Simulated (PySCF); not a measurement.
PySCF 2.14 output of an unrestricted LDA calculation on a single atom or ion in x2c-TZVPPall with one added diffuse shell each of s, p, d, f type (12s8p8d5f2g, 129 functions), with scalar relativity by spin-free X2C-1e:

```
SCF conv_tol = 1e-09
number electrons alpha = 33  beta = 27
    P. A. M. Dirac.,  Math. Proc. Cambridge Philos. Soc. 26, 376 (1930)
    F. Bloch.,  Z. Phys. 57, 545 (1929)
    S. H. Vosko, L. Wilk, and M. Nusair.,  Can. J. Phys. 58, 1200 (1980)
cycle= 1 E= -10417.9734975467  delta_E= -0.0323  |g|= 0.321  |ddm|= 0.369
cycle= 2 E= -10417.9471030151  delta_E= 0.0264  |g|= 0.572  |ddm|= 0.414
cycle= 3 E= -10417.9866011041  delta_E= -0.0395  |g|= 0.0107  |ddm|= 0.259
cycle= 4 E= -10417.9866235219  delta_E= -2.24e-05  |g|= 0.00213  |ddm|= 0.00914
cycle= 5 E= -10417.9866243101  delta_E= -7.88e-07  |g|= 0.000278  |ddm|= 0.0017
cycle= 6 E= -10417.9866243251  delta_E= -1.5e-08  |g|= 1.89e-05  |ddm|= 0.000217
cycle= 7 E= -10417.9866243252  delta_E= -6e-11  |g|= 6.58e-07  |ddm|= 1.42e-05
converged SCF energy = -10417.9866243252  <S^2> = 12.00314  2S+1 = 7.000897
```

The run itself started from symmetry-adapted Hartree-Fock orbitals and held the occupation by maximum overlap, on a logarithmic radial grid, so the iterations belong to that start.

Question: Which element, charge and spin multiplicity is this?

Answer: Sm²⁺ (samarium, charge +2), multiplicity 7; the state was [Xe] 4f6, high-spin 7F determinant.

Spin-orbit coupling, absent here, splits the open shell strongly.
